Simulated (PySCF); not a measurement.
**Relaxation of singlet Se₂H₄**

All numbers come from PySCF, PBE0, basis Se def2-TZVP, H def2-TZVP (no relativity, density fitting). A (50,194) grid was used.

A hand-made doubly bridged, trans start, of C2h symmetry, held to at least that symmetry:

```xyz
6
charge 0 multiplicity 1, angstrom
Se    1.0699    0.0000    0.0000
Se   -1.0699    0.0000    0.0000
H     0.0000    1.1473    0.0000
H     0.0000   -1.1473    0.0000
H     1.8099    0.0000    1.2728
H    -1.8099    0.0000   -1.2728
```

Optimiser trace:
```
step  E − E(last) (kJ/mol)  largest gradient (Eh/bohr)
   0                711.59                     0.30327
   1                273.68                     0.14294
   2                109.05                     0.06311
   3                 39.08                     0.02575
   4                 16.48                     0.00762
   5                 11.76                     0.00541
   6                  9.16                     0.00544
   7                  6.00                     0.00637
   8                  3.60                     0.00394
   9                  2.05                     0.00456
  10                  0.97                     0.00435
  11                  0.32                     0.00353
  12                  0.08                     0.00206
  13                  0.01                     0.00064
  14                  0.00                     0.00018
  15                  0.00                     0.00002
```

It ends at C2h with Se–H 1.469 Å (×2), Se–H 1.809 Å (×4); H–Se–H 51.5° (×2), H–Se–H 87.9° (×4), Se–H–Se 128.5° (×2). No frequency check is given, so it may be a saddle point. Other isomers or separated fragments may lie lower.

Final geometry:
```xyz
6
charge 0 multiplicity 1, angstrom
Se    1.6232    0.0000   -0.1444
Se   -1.6232    0.0000    0.1444
H     0.0000    0.7852    0.0000
H     0.0000   -0.7852    0.0000
H     1.6925    0.0000    1.3225
H    -1.6925    0.0000   -1.3225
```
